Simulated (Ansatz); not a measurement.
Reaction (silylene formation by 1,1-elimination): `CS[SiH2]BCl` → `BCl` + `CS[SiH]`

Program: Ansatz. Geometries: PBE0-D4/def2-TZVP. ΔE: electronic, gas phase. CBS: MP2 limit from def2 TZ/QZ plus the TZ coupled-cluster correction, frozen cores. This one scheme is used for every species. Functionals use def2-TZVPP. B3LYP here is the variant with VWN-RPA as its local correlation; programs differ in this. One conformer a species, not always the lowest.

```tsv
level	ΔE (kJ/mol)	difference from CCSD(T)/CBS
PBE-D4	137.3	-0.9
r2SCAN-D4	148.0	9.8
PBE0-D4	148.7	10.5
B3LYP-D4	129.8	-8.4
ωB97M-V	130.7	-7.5
PBE	126.4	-11.8
r2SCAN	144.8	6.6
B3LYP	112.5	-25.7
MP2/def2-TZVPP	143.0	4.8
SCS-MP2/def2-TZVPP	134.5	-3.7
CCSD/def2-TZVPP	131.5	-6.7
CCSD(T)/def2-TZVPP	132.6	-5.6
MP2/def2-QZVPP	146.1	7.9
SCS-MP2/def2-QZVPP	138.0	-0.2
HF/CBS(def2)	120.3	-17.9
MP2/CBS(def2)	148.6	10.4
CCSD(T)/CBS	138.2	0
```

Largest T1 diagnostic among the species: 0.016.

From PBE to PBE0 (25 % exact exchange), in def2-TZVPP and without D4, ΔE moves by +12.4 kJ/mol. The D4 term adds +17.4 kJ/mol with B3LYP and +9.9 kJ/mol with PBE0; it sums over pairs of atoms, weighted by their polarisabilities, and B3LYP, whose exchange is more repulsive, gets the larger term.
